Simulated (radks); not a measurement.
The nuclear charge of the scandium ion Sc2+ is varied continuously with 19 electrons held in [Ar] 3d1. All-electron calculation, scalar-relativistic Kohn-Sham, PBE, spin-polarised, spherical densities, finite nucleus; open shells are filled with parallel spins first; Fermi nuclear charge, rms radius 3.5459 fm. Program: a radial shooting solver on a logarithmic mesh with Libxc functionals. By the Hellmann-Feynman theorem dE/dZ = E(electron-nucleus)/Z, the electronic potential at the nucleus (averaged over a nucleus of fixed radius). The scalar-relativistic energy here is not variational (the density holds large components alone), so the two differ by a part that grows with Z.

Z     E (hartree)  E(electron-nucleus)/Z (hartree)  HOMO  e(HOMO) (eV)  <r> HOMO (bohr)
20     -680.04772                         -80.6529    3d        -5.952            2.361
20.5   -721.04486                         -83.2532    3d       -11.458            1.842
21     -763.34043                         -85.8410    3d       -18.305            1.567
21.5   -806.93043                         -88.4237    3d       -26.250            1.389
22     -851.81334                         -91.0045    3d       -35.177            1.259

The central difference of E at Z = 21 is -85.886 hartree, to compare with the third column; the second derivative is -5.18 hartree.
